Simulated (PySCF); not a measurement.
## Ionisation energy of Sc²⁺ by level of theory

Sc²⁺ [Ar] 3d1 (2D) → Sc³⁺ [Ar] (1S), as a difference of total energies. Computed with PySCF 2.14 in def2-TZVPPD, with the non-relativistic Hamiltonian (point nucleus). Correlated levels: valence and next inner shell: [Ne] frozen. The calculations carry no spin-orbit coupling.

```csv
method,ionisation energy (eV),plus first-order spin-orbit estimate,difference from reference of that sum (eV)
UHF,23.937,23.953,-0.804
LDA,25.471,25.486,+0.729
PBE,25.424,25.440,+0.683
PBE0,25.286,25.301,+0.544
r2SCAN,25.205,25.221,+0.464
M06-2X,24.890,24.906,+0.149
PBEsol,25.326,25.341,+0.584
M06-L,24.758,24.773,+0.016
HSE06,25.280,25.296,+0.539
MP2 (valence and next inner shell),24.090,24.105,-0.652
SCS-MP2 (valence and next inner shell),24.072,24.087,-0.670
```

Reference: 24.757 eV (measured; NIST Atomic Spectra Database, ionization energies).

A first-order spin-orbit estimate (lowest level to lowest level, LS coupling) adds 0.016 eV.

These non-relativistic numbers lack the scalar-relativistic shift.

Errors of the correlated levels include the incompleteness of this basis and the frozen core.
